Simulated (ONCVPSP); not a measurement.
Ranking ONCV potentials for oxygen (O)

All share these settings but for the change named:

oxygen, optimised norm-conserving Vanderbilt (ONCV), made with ONCVPSP 4.0.1 (PBE, fully relativistic). Core [He], reference 2s2 2p2 (charge +2). Waves: 2s: rc 0.80 bohr, ncon 4, nbas 7, qcut 8.5 1/bohr, 2 projectors, debl 2.4 Ha; 2p: rc 1.95 bohr, ncon 4, nbas 8, qcut 6.7 1/bohr, 2 projectors, debl 3.8 Ha. Local part: polynomial inside 0.70 bohr (lpopt 5, dvloc0 6 Ha). Core correction: none.

Open shells are filled in proportion to 2j + 1.

Cutoff: the first of the cutoffs (Ha) at which the residual kinetic energy of the hardest occupied pseudo-wave falls to 1 and 0.1 mHa per electron; the density cutoff is not measured.

The base gives 66 Ha.

Of 6 variants that were run, those that failed, showed a ghost or another fault, or gave nearly equal values are left out.

A variant can come out equal or close to the base.

(1) Rank these variants from softest to hardest (loose cutoff).
A. all radii scaled by about 0.87 (s 0.70, p 1.70 bohr); local potential polynomial inside 0.62 bohr (lpopt 5, dvloc0 6 Ha)
B. s: qcut 5.7
C. s: ncon 5, nbas 8

## Answers

(1) A (50 Ha), C (67 Ha), B (162 Ha).
